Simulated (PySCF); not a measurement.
C2H7Al, charge +1, doublet (typed; the unrestricted solution is spin-contaminated), geometry from GFN2-xTB (such geometries of metal compounds can be far from the true shape) (a state made from the parent by changing its charge; the spin is typed, not shown lowest); PySCF with HF/def2-SVP.

PySCF was given this input:
```python
from pyscf import gto, scf

mol = gto.Mole()
mol.atom = '''
    Al    0.212454   -0.058624   -0.178344
    C    -0.477015   -1.822075    0.479365
    H     0.142714   -2.580972   -0.028122
    H    -1.531354   -1.973303    0.214135
    H    -0.363442   -1.924192    1.566413
    C     0.054228    1.938774   -0.124172
    H     0.871299    2.309986   -0.766121
    H     0.178313    2.333339    0.892581
    H    -0.909010    2.279887   -0.525191
    H     1.386300   -0.382826   -1.166386
'''
mol.basis = 'def2-svp'
mol.charge = 1
mol.spin = 1
mol.verbose = 4
mol.build()

mf = scf.UHF(mol)
mf.kernel()
```

Write the output that PySCF gives for this input, abridged.


```
PySCF version 2.14.0

[INPUT] verbose = 4
[INPUT] num. atoms = 10
[INPUT] num. electrons = 31
[INPUT] charge = 1
[INPUT] spin (= nelec alpha-beta = 2S) = 1
[INPUT] symmetry False subgroup None
[INPUT] Mole.unit = angstrom
[INPUT] Symbol           X                Y                Z      unit          X                Y                Z       unit  Magmom
[INPUT]  1 Al     0.212454000000  -0.058624000000  -0.178344000000 AA    0.401479874068  -0.110783304327  -0.337021315959 Bohr   0.0
[INPUT]  2 C     -0.477015000000  -1.822075000000   0.479365000000 AA   -0.901427707309  -3.443222728417   0.905868563702 Bohr   0.0
[INPUT]  3 H      0.142714000000  -2.580972000000  -0.028122000000 AA    0.269690374141  -4.877330215171  -0.053142878075 Bohr   0.0
[INPUT]  4 H     -1.531354000000  -1.973303000000   0.214135000000 AA   -2.893839659757  -3.729002230783   0.404656503684 Bohr   0.0
[INPUT]  5 H     -0.363442000000  -1.924192000000   1.566413000000 AA   -0.686805842164  -3.636195891079   2.960091567958 Bohr   0.0
[INPUT]  6 C      0.054228000000   1.938774000000  -0.124172000000 AA    0.102476068283   3.663751877428  -0.234651072339 Bohr   0.0
[INPUT]  7 H      0.871299000000   2.309986000000  -0.766121000000 AA    1.646516482607   4.365240891580  -1.447758868278 Bohr   0.0
[INPUT]  8 H      0.178313000000   2.333339000000   0.892581000000 AA    0.336962734450   4.409371665767   1.686733633990 Bohr   0.0
[INPUT]  9 H     -0.909010000000   2.279887000000  -0.525191000000 AA   -1.717779944491   4.308362024956  -0.992467153086 Bohr   0.0
[INPUT] 10 H      1.386300000000  -0.382826000000  -1.166386000000 AA    2.619727326485  -0.723436293363  -2.204150095527 Bohr   0.0

nuclear repulsion = 94.151863150195
number of shells = 41
number of NR pGTOs = 133
number of NR cGTOs = 81
basis = def2-svp
ecp = {}

******** <class 'pyscf.scf.uhf.UHF'> ********
method = UHF
initial guess = minao
damping factor = 0
level_shift factor = 0
DIIS = <class 'pyscf.scf.diis.CDIIS'>
diis_start_cycle = 1
diis_space = 8
diis_damp = 0
SCF conv_tol = 1e-09
SCF conv_tol_grad = None
SCF max_cycles = 50
direct_scf = True
direct_scf_tol = 1e-13
number electrons alpha = 16  beta = 15
Set gradient conv threshold to 3.16228e-05
init E= -321.390088022957

cycle= 1 E= -321.159692213991  delta_E= 0.23  |g|= 0.275  |ddm|= 1.87
cycle= 2 E= -321.22640527455  delta_E= -0.0667  |g|=  0.1  |ddm|= 0.455
cycle= 3 E= -321.235153502208  delta_E= -0.00875  |g|= 0.0397  |ddm|= 0.141
cycle= 4 E= -321.237980600596  delta_E= -0.00283  |g|= 0.0192  |ddm|= 0.0799
cycle= 5 E= -321.23912946216  delta_E= -0.00115  |g|= 0.00856  |ddm|= 0.0687
cycle= 6 E= -321.239364952943  delta_E= -0.000235  |g|= 0.0024  |ddm|= 0.0396
cycle= 7 E= -321.23937908235  delta_E= -1.41e-05  |g|= 0.00102  |ddm|= 0.00905
cycle= 8 E= -321.239381927223  delta_E= -2.84e-06  |g|= 0.000645  |ddm|= 0.00254
cycle= 9 E= -321.239384515266  delta_E= -2.59e-06  |g|= 0.00061  |ddm|= 0.00257
cycle= 10 E= -321.239386330993  delta_E= -1.82e-06  |g|= 0.000597  |ddm|= 0.00174
cycle= 11 E= -321.239385866726  delta_E= 4.64e-07  |g|= 0.000591  |ddm|= 0.00044
cycle= 12 E= -321.239368879343  delta_E= 1.7e-05  |g|= 0.000294  |ddm|= 0.0224
cycle= 13 E= -321.239364737934  delta_E= 4.14e-06  |g|= 0.000128  |ddm|= 0.0154
cycle= 14 E= -321.239364710912  delta_E= 2.7e-08  |g|= 6.73e-05  |ddm|= 0.00114
cycle= 15 E= -321.239364687154  delta_E= 2.38e-08  |g|= 3.89e-05  |ddm|= 0.00134
cycle= 16 E= -321.239364691298  delta_E= -4.14e-09  |g|= 1.69e-05  |ddm|= 0.000138
cycle= 17 E= -321.239364692042  delta_E= -7.43e-10  |g|= 5.18e-06  |ddm|= 0.000228
Extra cycle  E= -321.239364692091  delta_E= -4.95e-11  |g|= 3.34e-06  |ddm|= 9.55e-06
converged SCF energy = -321.239364692091  <S^2> = 0.88704253  2S+1 = 2.1326439
```
